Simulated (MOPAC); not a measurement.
A run for MOPAC: PM7 on BFHI (SMILES FBI), a point of a bond scan (R = 4.197 Å).

```
PM7 1SCF PRECISE CHARGE=0 THREADS=1
BFHI

B     -0.24474767 1    -1.33345574 1     0.80641967 1
F      3.07381233 1    -2.64641520 1     3.01524351 1
H     -1.26010087 1    -1.94582817 1     0.81786299 1
I     -0.08767701 1     0.45862089 1    -0.34566142 1
```

It printed:

```
*******************************************************************************
 **                                                                           **
 **                              MOPAC v23.2.5                                **
 **                                                                           **
 *******************************************************************************
 ** MOPAC's Digital Object Identifier: https://doi.org/10.5281/zenodo.6511958 **
 **                                                                           **
 ** Please cite the open-source release paper for use of this MOPAC version:  **
 ** J. E. Moussa and J. J. P. Stewart (2026)                                  **
 ** MOPAC: An open-source semiempirical molecular orbital program             **
 ** J. Open Source Softw., 11(119), 8025, https://doi.org/10.21105/joss.08025 **
 *******************************************************************************

                              PM7 CALCULATION RESULTS

 *******************************************************************************
 *  PM7        - The PM7 Hamiltonian to be used
 *
 *
 *
 *                 CHARGE ON SYSTEM = 0
 *
 *
 *
 *  PRECISE    - TIGHTER CRITERIA TO BE USED
 *  1SCF       - DO 1 SCF AND THEN STOP
 *  THREADS=1  - MULTI-THREADING NOT USED
 *  T=         - A TIME OF 172800.0 SECONDS REQUESTED
 *  DUMP=N     - RESTART FILE WRITTEN EVERY 7200.0 SECONDS REQUESTED
 *******************************************************************************
PM7 1SCF PRECISE CHARGE=0 THREADS=1
 BFHI

   ATOM   CHEMICAL          X               Y               Z
  NUMBER   SYMBOL      (ANGSTROMS)     (ANGSTROMS)     (ANGSTROMS)

     1       B         -0.24474767  *  -1.33345574  *   0.80641967  *
     2       F          3.07381233  *  -2.64641520  *   3.01524351  *
     3       H         -1.26010087  *  -1.94582817  *   0.81786299  *
     4       I         -0.08767701  *   0.45862089  *  -0.34566142  *



          CARTESIAN COORDINATES

    NO.       ATOM           X           Y           Z

     1         B         -0.2447     -1.3335      0.8064
     2         F          3.0738     -2.6464      3.0152
     3         H         -1.2601     -1.9458      0.8179
     4         I         -0.0877      0.4586     -0.3457

 General Reference for PM7:
 "Optimization of Parameters for Semiempirical Methods VI: More Modifications to the
 NDDO Approximations and Re-optimization of Parameters", J. J. P. Stewart, J. Mol. Mod., 1:32, 19 (2013)
 https://link.springer.com/article/10.1007/s00894-012-1667-x

           Empirical Formula: H B F I  =     4 atoms



      MOLECULAR POINT GROUP   :   Cs


      RHF CALCULATION, NO. OF DOUBLY OCCUPIED LEVELS = 9


 -------------------------------------------------------------------------------
 PM7 1SCF PRECISE CHARGE=0 THREADS=1
 BFHI



     1SCF WAS SPECIFIED, SO BFGS WAS NOT USED
     SCF FIELD WAS ACHIEVED


                              PM7 CALCULATION
                                                       MOPAC v23.2.5 Linux




          FINAL HEAT OF FORMATION =        111.35476 KCAL/MOL =     465.90831 KJ/MOL


          COSMO AREA              =        125.17 SQUARE ANGSTROMS
          COSMO VOLUME            =        101.38 CUBIC ANGSTROMS

          IONIZATION POTENTIAL    =          7.372003 EV
          HOMO LUMO ENERGIES (EV) =         -7.372 -3.871
          NO. OF FILLED LEVELS    =          9
          MOLECULAR WEIGHT        =        157.7208         POINT GROUP:  Cs

          MOLECULAR DIMENSIONS (Angstroms)

            Atom       Atom       Distance
            I     4    F     2     5.56165
            F     2    H     3     2.57060
            I     4    B     1     0.00000


          SCF CALCULATIONS        =          1





   ATOM   CHEMICAL          X               Y               Z
  NUMBER   SYMBOL      (ANGSTROMS)     (ANGSTROMS)     (ANGSTROMS)

     1       B         -0.24474767  *  -1.33345574  *   0.80641967  *
     2       F          3.07381233  *  -2.64641520  *   3.01524351  *
     3       H         -1.26010087  *  -1.94582817  *   0.81786299  *
     4       I         -0.08767701  *   0.45862089  *  -0.34566142  *

                             CARTESIAN COORDINATES

   1    B       -0.244747670    -1.333455740     0.806419670
   2    F        3.073812330    -2.646415200     3.015243510
   3    H       -1.260100870    -1.945828170     0.817862990
   4    I       -0.087677010     0.458620890    -0.345661420


           Empirical Formula: H B F I  =     4 atoms



      MOLECULAR POINT GROUP   :   Cs


                  EIGENVALUES
 -30.75561 -26.16853 -17.23665 -13.06488 -11.41603 -11.24860  -8.90597  -8.90573
  -7.37200  -3.87067  -3.44130  -1.05863   1.56850 119.08811 119.09099 119.15282
 119.48967 119.49213


              NET ATOMIC CHARGES AND DIPOLE CONTRIBUTIONS

  ATOM NO.   TYPE          CHARGE      No. of ELECS.   s-Pop       p-Pop       d-Pop
    1          B           0.602249        2.3978     0.92779     1.46996
    2          F          -0.771296        7.7713     2.00000     5.77130
    3          H           0.070456        0.9295     0.92954
    4          I           0.098590        6.9014     1.87940     5.01762     0.00439
 DIPOLE           X         Y         Z       TOTAL
 POINT-CHG.   -12.563     5.506    -8.725    16.256
 HYBRID         0.901    -0.535     0.721     1.272
 SUM          -11.662     4.970    -8.004    14.992


          ATOMIC ORBITAL ELECTRON POPULATIONS

     Atom    s        px        py        pz      x^2-y^2     xz        z^2       yz        xy
    1  B   0.92779   0.58932   0.59691   0.28372
    2  F   2.00000   1.85890   1.97650   1.93590
    3  H   0.92954
    4  I   1.87940   1.88282   1.47933   1.65547   0.00117   0.00027   0.00043   0.00180   0.00072

 **********************
 *                    *
 * JOB ENDED NORMALLY *
 *                    *
 **********************




 == MOPAC DONE ==
```

The run finished.

Cost: around 0.03 core-seconds (rough).
